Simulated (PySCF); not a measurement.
C2H6OSi2, SMILES C1[SiH2]O[SiH2]C=1.

Geometry: PBE0-D3(BJ)/def2-SVP. The structure was generated by enumeration, and PubChem lists no compound with its InChIKey, so it may never have been made.

Level of theory: CAM-B3LYP/def2-TZVP (PySCF).

The total energy comes out as -734.12341 hartree and the point group is C2v. The highest occupied level is -9.36 eV, the lowest empty level is 0.24 eV and the orbital gap is 9.60 eV. The dipole moment is 1.62 D. The quadrupole, principal values (traceless, Buckingham form, about the centre of nuclear charge) comes out as -3.22, 0.14, 3.08 D·Å and the mean static polarisability comes out as 70.9 bohr³ (10.50 Å³). The polarisability, principal values is 57.9, 66.4, 88.3 bohr³.
